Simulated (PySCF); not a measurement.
# Reading the logs of faulty runs: B2CH6Si

These are calculations, not measurements. They come from PySCF 2.14.0, an open-source quantum chemistry program, on an isolated molecule that a program drew, which may never have been made. The molecule is B2CH6Si (charge 0, singlet), drawn as the SMILES string `BB[SiH]=C`.

Each row is a Hartree-Fock (HF) and frozen-core CCSD(T) single point in the cc-pV(D+d)Z basis, meant for a local HF minimum. Run 1 is clean. Each other run has one planted mistake out of seven kinds, and not every kind appears here: one electron removed, one electron added, multiplicity raised by two, geometry at a saddle point, minimal basis STO-3G, one bond length entered in bohr, all coordinates scaled. The reference is restricted for singlets and unrestricted otherwise, and also for a bond in bohr. Adding or removing an electron swaps singlet and doublet. Electrons count all cores. HOMO and LUMO are orbital energies over both spins, the gradient is its largest component, and the lowest frequency (negative if imaginary) is given only where the gradient is small. Bond lengths are over the 9 bonds as drawn. T1 is the CCSD diagnostic: over 0.02 (restricted) or 0.045 (unrestricted) a single reference is doubtful.

Geometry of the clean run:
```xyz
10
B2CH6Si, angstrom
B    -1.4345   -0.0151    2.5227
B    -1.9649   -1.1088    1.3693
Si   -0.8567   -1.6453   -0.2260
C     0.7022   -1.0061   -0.4956
H    -0.8344   -0.3768    3.5004
H    -1.6487    1.1635    2.4146
H    -3.0557   -1.6045    1.4864
H    -1.3945   -2.6185   -1.1982
H     1.3224   -1.2750   -1.3442
H     1.1510   -0.2876    0.1831
```

```
run  electrons  basis functions  <S^2>  HOMO (eV)  LUMO (eV)  gradient (hartree/bohr)  lowest frequency (cm^-1)  mean bond (Å)  longest bond (Å)      T1  HF (hartree)  CCSD(T) (hartree)                     mistake
  1         36               95  0.000      -8.44       0.77                  3.2e-05                        64         1.4060             2.015  0.0174    -379.55937         -380.03224                    no fault
  2         35               95  0.756     -16.25      -6.49                  5.7e-02                         -         1.4060             2.015  0.0146    -379.29862         -379.71520        one electron removed
  3         36               95  0.000      -8.37      -0.24                  5.9e-05                      -399         1.4148             2.008  0.0190    -379.54140         -380.01395  geometry at a saddle point
  4         36               30  0.000      -5.69       5.35                  4.2e-02                         -         1.4060             2.015  0.0147    -375.10260         -375.34974        minimal basis STO-3G
  5         36               95  1.157      -8.18       0.91                  3.9e-02                         -         1.5249             2.273  0.0751    -379.45176         -379.91465                           ?
```

**Which mistake was planted in run 5, and what did it cost?**

The mean bond changes by a factor of 1.085 and the longest by 1.128, so the molecule wasn't scaled as a whole. A length L in bohr read as angstrom grows by (1/0.5292 - 1) L = 0.890 L. The 9 bonds together grew by 9 x 0.1189 = 1.070 Å, which gives L = 1.203 Å. That is the length of one of the B-H bonds, 1.203 Å in the clean geometry. So the mistake is: one bond length entered in bohr. Subtracting run 1 and multiplying by 627.51 kcal/mol a hartree, the energy moved by 67.5 kcal/mol in HF and 73.8 kcal/mol in CCSD(T).

Cautions from the logs. Run 5: T1 is over the limit, so its CCSD(T) energy is less reliable.
